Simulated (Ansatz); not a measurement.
Consider the formal hydrolysis of the Si–F bond: `C[Si@H](O)[Si@H](O)F` + H₂O → `C[SiH](O)[SiH](O)O` + H–F.

Computed with Ansatz on PBE0-D4/def2-TZVP structures; ΔE is electronic, products minus reactants. CCSD(T)/CBS adds triple-zeta CCSD(T) − MP2 to the extrapolated MP2 energy (def2 sets, frozen cores). This one scheme is used for every species. DFT in def2-TZVPP. Each species was taken in one conformer, which may not be the lowest.

Question: Is it downhill or uphill in electronic energy at CCSD(T)/CBS, and by how much? (Best estimate.)

Answer: Ansatz gave: Uphill: ΔE = +44.1 kJ/mol.

Question: What do these levels give: PBE-D4, r2SCAN-D4, PBE0-D4, ωB97X-V, B2PLYP, PBE, r2SCAN, PBE0, SCS-MP2/def2-TZVPP, CCSD/def2-TZVPP, MP2/def2-QZVPP, SCS-MP2/def2-QZVPP? (Estimate.)

Answer: Ansatz gave: PBE-D4 43.6, r2SCAN-D4 47.0, PBE0-D4 43.1, ωB97X-V 45.9, B2PLYP 46.6, PBE 45.7, r2SCAN 47.6, PBE0 44.9, SCS-MP2/def2-TZVPP 43.6, CCSD/def2-TZVPP 43.9, MP2/def2-QZVPP 42.2, SCS-MP2/def2-QZVPP 45.0 kJ/mol.

Largest T1 diagnostic among the species: 0.012.

In def2-TZVPP, CCSD(T) changes the Hartree–Fock value by −9.5 kJ/mol (the triples alone add −1.5 kJ/mol) and MP2 by −11.3 kJ/mol. The D4 term adds −3.3 kJ/mol with B3LYP and −1.8 kJ/mol with PBE0; it sums over pairs of atoms, weighted by their polarisabilities, and B3LYP, whose exchange is more repulsive, gets the larger term.

B3LYP here is the variant with VWN-RPA as its local correlation; programs differ in this.
